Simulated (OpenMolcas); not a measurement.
I II: the spin-orbit constant, worked from levels

```yaml
Program: OpenMolcas 26.06
Basis: ANO-RCC-VQZP [8s7p5d3f2g]
Scalar_Hamiltonian: DKH2, point nucleus
Active_space: 6 electrons in 9 orbitals (RAS2 5s 5p; RAS3 5d, at most 2 electrons)
State_averaging: 2S+1 = 3 even, 3 roots; 2S+1 = 1 even, 6 roots; 2S+1 = 3 odd, 3 roots; 2S+1 = 1 odd, 3 roots
Spin-orbit_coupling: state interaction with AMFI integrals over the reference wave functions, term energies averaged over their components
```

Methods: RASSCF; SS-RASPT2, IPEA 0.25 Eh, imaginary shift 0.1 Eh (closed shells correlated: 4d). Measured levels: NIST Handbook of Basic Atomic Spectroscopic Data.

**The spin-orbit constant.** For the Hund term ³P of p4, E(J) = (A/2) J(J+1) + constant and ζ = -2S·A = -2A. From J = 0 to J = 2 the energy changes by 3 A.

```tsv
Source	E(2) - E(0)	A	ζ
RASSCF	-6173.4	-2057.8	4116
SS-RASPT2	-6211.5	-2070.5	4141
measured	-6447.9	-2149.3	4299
```

All in cm-1. SS-RASPT2 is off by -3.7 % and RASSCF by -4.3 %. Both methods take the spin-orbit matrix elements from the reference wave functions, so the second can move ζ only through the term energies and any multistate remixing. Second-order mixing with other terms is absorbed into this ζ.

The run also gave levels led by 5s² 5p³ 5d, which use shells meant for correlation; these and all levels above them are left out. Computed and measured levels are paired by configuration, term and J; levels that our copy of the source lacks, or whose pairing is in doubt (as where it misses far off the trend of its configuration), stay unpaired and out of the deviations. Levels of configurations outside the active space are missing.
